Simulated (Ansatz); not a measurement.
XSi4: E(high spin) − E(low spin) (eV) at several levels, gas phase, relaxed structures; Ansatz. Each state is relaxed at the level in the geometry column; the other columns are single points. Clusters are the lowest isomers that short searches found in that spin, judged at the geometry's level. Singlets are spin-restricted. The structures are stationary points that may keep the symmetry of their start.

```csv
species,state,geometry,PBE-D4/def2-TZVP,r2SCAN-D4/def2-TZVP,PBE0-D4/def2-TZVP
Si4O,quintet − singlet,PBE0-D4/def2-SVP,1.68,1.54,1.63
TiSi4,triplet − singlet,r2SCAN-D4/def2-SVP,1.01,0.83,0.52
GaSi4,quartet − doublet,B3LYP-D4/def2-SVP,0.73,0.72,0.75
```
